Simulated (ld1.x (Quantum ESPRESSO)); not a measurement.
## Transferability test, TM semilocal potential for Ge

| Property | Result |
| --- | --- |
| Element | Ge (Z = 32) |
| Generator | ld1.x (Quantum ESPRESSO) 7.5 |
| Type | norm-conserving Troullier–Martins (semilocal form) |
| Functional | PBEsol |
| Relativity | scalar-relativistic |
| Frozen core | [Ar] 3d10 |
| Valence charge | 4 |
| Reference configuration | 4s2 4p0.5 (charge +1.5) |
| Partial waves | 4p (bound): rc 1.95 bohr; 4d channel at 0.05 Ry: rc 1.55 bohr; 4s (bound): rc 1.55 bohr |
| Local potential | the s channel |
| Core correction | a·sin(br)/r model core, default radius (core density twice the valence density) |

Energies are relative to the spin-unpolarised reference configuration 4s2 4p0.5; without spin polarisation the order of configurations can differ from experiment.

| valence configuration | charge | ΔE all-electron (eV) | error AE − PS (meV) |
| --- | --- | --- | --- |
| 4s2 4p1 | +1 | -6.655 | -2.2 |
| 4s2 4p0 | +2 | 8.793 | -7.1 |
| 4s0 4p4 | 0 | 2.104 | -23 |
| 4s2 4p2.3 | -0.3 | -14.991 | -13 |
| 4s2 4p1.5 | +0.5 | -11.304 | -7.3 |

Task: What are ΔE and the potential's error for 4s1 4p2?

Result: ΔE = 2.074 eV all-electron; the error (AE − PS) is -6.1 meV.

Task: What are ΔE and the potential's error for 4s2 4p2?

Result: ΔE = -14.108 eV all-electron; the error (AE − PS) is -11 meV.

Levels in the configuration 4s2 4p2.3:

```tsv
level	all-electron (eV)	pseudo (eV)
4s	-9.659	-9.635
4p	-2.024	-2.021
```
